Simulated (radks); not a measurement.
Tl5+, configuration [Xe] 4f14 5d8.

Calculated with a radial shooting solver on a logarithmic mesh with Libxc functionals: non-relativistic Kohn-Sham, TPSS, spin-polarised, spherical densities, point nucleus; open shells are filled with parallel spins first (spin-orbit coupling, left out, can overturn this in heavy ions); meta-GGA in the generalised Kohn-Sham scheme; relativity is left out, which matters for an element this heavy.

Energy parts (eV):
total: -515900.86
kinetic: 515782.90
electron-nucleus: -1223336.42
Hartree: 201271.54
exchange-correlation: -9618.88

Orbitals (lengths in bohr, moments of r in powers of bohr; <r^-3> diverges for s and p1/2; r(max) is where P^2 peaks; r(90%) holds 90 % of the orbital's charge):
| orbital | occ. | eigenvalue (eV) | <r^2> | r(90%) | <r^-3> | r(max) |
|---|---|---|---|---|---|---|
| 1s down | 1 | -77104.87 | 0.0004663 | 0.0332 | - | 0.01240 |
| 1s up | 1 | -77104.87 | 0.0004663 | 0.0332 | - | 0.01240 |
| 2s up | 1 | -13001.08 | 0.007240 | 0.120 | - | 0.06734 |
| 2s down | 1 | -13000.85 | 0.007240 | 0.120 | - | 0.06734 |
| 2p up | 3 | -12511.45 | 0.005339 | 0.107 | 18860 | 0.05223 |
| 2p down | 3 | -12511.28 | 0.005339 | 0.107 | 18860 | 0.05223 |
| 3s up | 1 | -3129.788 | 0.04460 | 0.288 | - | 0.1836 |
| 3s down | 1 | -3129.722 | 0.04459 | 0.288 | - | 0.1836 |
| 3p up | 3 | -2898.075 | 0.04102 | 0.280 | 4134 | 0.1726 |
| 3p down | 3 | -2897.996 | 0.04102 | 0.280 | 4134 | 0.1726 |
| 3d up | 5 | -2467.292 | 0.03152 | 0.254 | 739.2 | 0.1356 |
| 3d down | 5 | -2467.127 | 0.03152 | 0.254 | 739.2 | 0.1356 |
| 4s up | 1 | -732.7232 | 0.2115 | 0.619 | - | 0.4081 |
| 4s down | 1 | -732.5914 | 0.2115 | 0.619 | - | 0.4081 |
| 4p up | 3 | -631.4105 | 0.2162 | 0.631 | 987.2 | 0.4068 |
| 4p down | 3 | -631.2583 | 0.2162 | 0.631 | 986.7 | 0.4069 |
| 4d up | 5 | -445.1910 | 0.2254 | 0.657 | 157.2 | 0.3984 |
| 4d down | 5 | -444.9813 | 0.2253 | 0.657 | 157.2 | 0.3985 |
| 4f up | 7 | -194.3364 | 0.2496 | 0.724 | 35.45 | 0.3533 |
| 4f down | 7 | -194.0453 | 0.2489 | 0.723 | 35.49 | 0.3533 |
| 5s up | 1 | -166.5621 | 1.044 | 1.37 | - | 0.8934 |
| 5s down | 1 | -164.9907 | 1.041 | 1.37 | - | 0.8916 |
| 5p up | 3 | -132.8693 | 1.200 | 1.48 | 181.1 | 0.9396 |
| 5p down | 3 | -131.1991 | 1.197 | 1.48 | 182.5 | 0.9374 |
| 5d up | 5 | -77.7827 | 1.764 | 1.84 | 20.71 | 1.075 |
| 5d down | 3 | -76.0699 | 1.776 | 1.84 | 20.70 | 1.075 |

The highest occupied level is 5d down at -76.070 eV. The electron density at the nucleus is 3.818e+05 e/bohr^3. Spin moment in Bohr magnetons: 2. For comparison, the ionisation energy in NIST's Atomic Spectra Database is 80 eV (theoretical). In exact Kohn-Sham theory the highest level is minus the ionisation energy, but local and semilocal functionals leave it too shallow, through self-interaction and a potential that decays too fast; potentials with the right tail come closer. Summed over all electrons, <r^2> = 31.58 bohr^2, which gives a Langevin (diamagnetic) susceptibility term of -25 x 10^-6 cm^3/mol. The spin density at the nucleus is -1.750 e/bohr^3 (1s -0.005, 2s -0.356, 3s -0.203, 4s 0.546, 5s -1.732). The density falls to 0.001 e/bohr^3 at r = 2.87 bohr.
